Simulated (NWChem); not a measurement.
# TiF₃, doublet; SMILES [F][Ti]([F])[F]

All runs: NWChem. Pople sets run with spherical d functions. Spin-unrestricted. In the optimisation the excess spin sits in a' (C3h, its own frame). All runs use the structure optimised with PBE-D3(BJ)/def2-SVP, spin-unrestricted. This spin state was assumed; another may lie lower. No stability test was run on the SCF state. Vertical excitations in the gas phase; the lowest state need not have the same character in each row. Excited states of an open shell can be spin-contaminated.

Task: Order these by “lowest excitation (eV)”, lowest first: B3LYP/6-31G*, TDA; PBE/6-31G*, TDA; BHandHLYP/6-31G*, TDA.

Result: BHandHLYP/6-31G*, TDA (0.76), B3LYP/6-31G*, TDA (0.97), PBE/6-31G*, TDA (1.11)
